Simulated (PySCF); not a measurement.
Computed with PBE-D3(BJ)/def2-TZVP // r2SCAN-D4/def2-TZVP (PySCF). Isolated molecules, 0 K electronic values unless said otherwise. One relaxed conformer stands for a flexible species; it need not be the lowest. 

Reference species (SMILES): `N[SiH2][Si@@H](O)[SiH3]` (neutral, multiplicity 1).

```
Property                  Result
----------------------  --------
S1 oscillator strength     0.026
LUMO                    -1.61 eV
```

Changed species: `N[SiH2][SiH2][SiH2]O`.

Task: Give the shifts of the S1 oscillator strength and LUMO.

Result: the S1 oscillator strength stays essentially unchanged; the LUMO goes up by 0.24 eV, to -1.37 eV.
